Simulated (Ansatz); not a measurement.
Al(AsH3)H3 (AlAsH6): single points at one geometry.

```yaml
crystal:
  periodic: [false, false, false]
  atoms:
    - {symbol: Al, position_ang: [-0.004478, 0.010505, -1.521968]}
    - {symbol: As, position_ang: [0.003582, -0.008741, 1.093666]}
    - {symbol: H, position_ang: [0.735698, 1.067198, 1.853458]}
    - {symbol: H, position_ang: [0.575564, -1.184921, 1.842200]}
    - {symbol: H, position_ang: [-1.294688, 0.079880, 1.853315]}
    - {symbol: H, position_ang: [1.578210, -0.054188, -1.713020]}
    - {symbol: H, position_ang: [-0.739786, 1.416327, -1.692280]}
    - {symbol: H, position_ang: [-0.854102, -1.326062, -1.715362]}
basis:
  gaussian: {orbitals: def2-TZVP, initial_orbitals: start.molden}
hamiltonian: {xc: {name: LC-wPBE}}
scf: {omitted_lower_state_checks: [starts]}
output: {orbitals: {seedname: orbitals}}
```

The file start.molden holds the orbitals of an earlier run on this structure, at another level or in another basis.

```sh
$ ansatz run in.yaml --threads 4 --pin off --events-out ev --progress --plain --max-ram 3916MiB
```

Shortened log:

```
Functional definition: LC-wPBE
896 factors; their error is unknown
331 factors; integrals over basis functions are off by at most 1.9e-5 eV
mean field evaluation 1: about -67525.1346 eV, gradient 9.2e0 eV
mean field evaluation 2: about -67525.2260 eV, gradient 1.2e-1 eV
mean field evaluation 4: about -67525.2197 eV, gradient 1.8e-4 eV
mean field -67525.21974509 eV, -2481.5060553943 hartree, gradient 9.6e-6 eV, S^2 0.000000; 0 other end points of the search recorded, 0 dependent functions left out
reference -67525.21974510 eV, -2481.5060553946 hartree; 26, 26 occupied and 95, 95 virtual orbitals, 896 factors
Total energy: -67525.21974510 eV, -2481.5060553946 hartree
Checks for a lower state left out: starts
```

Hardware: 4 threads of Intel Xeon on a shared host. Wall time 1.7 s.

Geometry: r2SCAN-D4/def2-TZVP.

LC-ωPBE has ω = 0.4 bohr⁻¹.
